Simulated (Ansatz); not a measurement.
Molecule: sum formula H3BNO2 (charge 0, doublet). It need not be the lowest isomer of its formula. 
Structure (B3LYP-D3(BJ)/def2-TZVP (Ansatz, a first-principles code) minimum search):
```xyz
7

N     -0.6748     1.2510     0.4446
B     -0.0169     0.0310     0.0123
O     -0.8176    -1.0386    -0.2985
O      1.3547     0.0188     0.0238
H     -0.8966     1.9286    -0.2839
H     -0.3634    -1.8604    -0.5043
H      1.7714    -0.8213    -0.1876
```
Charge 0, spin multiplicity 2.

Atomisation energy built up term by term with Ansatz (kcal/mol; UHF references for open shells; valence terms freeze the core; atomic spin-orbit terms are left out). CBS marks a two-point X^-3 extrapolation of the correlation energy; Hartree-Fock from the larger set.

```tsv
term	basis	kcal/mol
Hartree-Fock	aug-cc-pVQZ	[?]
CCSD correlation	CBS(aug-cc-pVTZ,aug-cc-pVQZ)	[?]
(T)	CBS(aug-cc-pVTZ,aug-cc-pVQZ)	12.64
core correlation	cc-pwCVTZ	2.66
scalar relativity (X2C)	cc-pVTZ-DK against cc-pVTZ	-0.83
sum: De		[?]
```

Some entries are withheld; supply them.


- Hartree-Fock, kcal/mol: 464.62
- CCSD correlation, kcal/mol: 186.23
- sum: De, kcal/mol: 665.3
